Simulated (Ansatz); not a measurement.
Species: C6H7 (charge 0, doublet). It need not be the lowest isomer of its formula. SMILES: CC1=CC=C[CH]1
Geometry: optimised at B3LYP-D3(BJ)/def2-TZVP (Ansatz, a first-principles code).

Atomisation energy built up term by term with Ansatz (kcal/mol; UHF references for open shells; valence terms freeze the core; atomic spin-orbit terms are left out). CBS(X,Y): correlation extrapolated as X^-3; Hartree-Fock from the larger set.

The UHF reference is spin-contaminated (<S^2> 0.19 over the pure value in the largest basis). 

| term | basis | kcal/mol |
|---|---|---|
| Hartree-Fock | cc-pVQZ | 1045.59 |
| CCSD correlation | CBS(cc-pVTZ,cc-pVQZ) | 315.13 |
| (T) | CBS(cc-pVTZ,cc-pVQZ) | 24.82 |
| core correlation | cc-pwCVTZ | 6.83 |
| scalar relativity (X2C) | cc-pVTZ-DK against cc-pVTZ | -1.02 |
| sum: De |  | 1391.3 |

(T) makes 1.8 % of the CCSD(T) atomisation energy; under 5 % is typical of single-reference molecules.
